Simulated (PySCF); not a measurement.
Compound: C₇H₁₂OS.
SMILES with atom numbers: `[CH3:1][CH2:2][C@@H:3]1[S:4][C@H:5]([CH3:6])[CH2:7][C:8]1=[O:9]` (hydrogens: H10, H11, H12 on C1; H13, H14 on C2; H15 on C3; H16 on C5; H17, H18, H19 on C6; H20, H21 on C7)

Method used: PBE0-D3(BJ)/def2-SVP geometry optimisation, gas phase in PySCF.

Problem. Give the optimised bond lengths and angles.

Solution. 
```json
{"bond": "C1–C2", "length (Å)": "1.517", "order": "single"}
{"bond": "C2–C3", "length (Å)": "1.525", "order": "single"}
{"bond": "C3–S4", "length (Å)": "1.826", "order": "single"}
{"bond": "S4–C5", "length (Å)": "1.844", "order": "single"}
{"bond": "C5–C6", "length (Å)": "1.519", "order": "single"}
{"bond": "C5–C7", "length (Å)": "1.521", "order": "single"}
{"bond": "C7–C8", "length (Å)": "1.514", "order": "single"}
{"bond": "C8=O9", "length (Å)": "1.202", "order": "double"}
{"bond": "C3–C8", "length (Å)": "1.532", "order": "single"}
{"bond": "C1–H10, C1–H11, C1–H12", "length (Å)": "1.101", "order": "single"}
{"bond": "C2–H13", "length (Å)": "1.103", "order": "single"}
{"bond": "C2–H14", "length (Å)": "1.103", "order": "single"}
{"bond": "C3–H15", "length (Å)": "1.105", "order": "single"}
{"bond": "C5–H16", "length (Å)": "1.100", "order": "single"}
{"bond": "C6–H17, C6–H18, C6–H19", "length (Å)": "1.101", "order": "single"}
{"bond": "C7–H20", "length (Å)": "1.100", "order": "single"}
{"bond": "C7–H21", "length (Å)": "1.104", "order": "single"}
```

Bonds in one row agree within 0.01 Å and their mean is given. Orders are formal, as drawn. A selection of angles:
```json
{"angle": "C1–C2–C3", "degrees": "113.4"}
{"angle": "C2–C3–S4", "degrees": "115.2"}
{"angle": "C2–C3–C8", "degrees": "111.8"}
{"angle": "S4–C3–C8", "degrees": "106.7"}
{"angle": "C3–S4–C5", "degrees": "93.8"}
{"angle": "S4–C5–C6", "degrees": "112.5"}
{"angle": "S4–C5–C7", "degrees": "104.3"}
{"angle": "C6–C5–C7", "degrees": "113.0"}
{"angle": "C5–C7–C8", "degrees": "107.7"}
{"angle": "C7–C8–O9", "degrees": "125.3"}
{"angle": "C3–C8–C7", "degrees": "112.3"}
{"angle": "C3–C8–O9", "degrees": "122.4"}
```

Torsions: C1–C2–C3–S4 -64° (synclinal); C2–C3–S4–C5 -111° (anticlinal); C3–S4–C5–C6 91° (anticlinal); S4–C5–C7–C8 41° (synclinal); C5–C7–C8–O9 147° (anticlinal); C2–C3–C8–C7 135° (anticlinal).

S4 (sulfide sulfur) is bent (angle 93.8°). The 5-membered ring C3–S4–C5–C7–C8 has internal angles of 93.8° to 112.3° (sum 525°, against 540° for a flat polygon); it is puckered, 0.18 Å rms from its mean plane, widest ring torsion 41°. Of the pairs four or more bonds apart, O9···H13 is among the closest relative to their van der Waals radii: 2.57 Å, 95 % of the sum of Bondi's values.

Point group: C1 (no symmetry element, even within 0.4 Å). No frequency check. One conformer, not necessarily the lowest.

Cost: about 6 min of CPU time on one thread; the machine was shared, so the figure is rough. That covers the optimisation of the geometry.
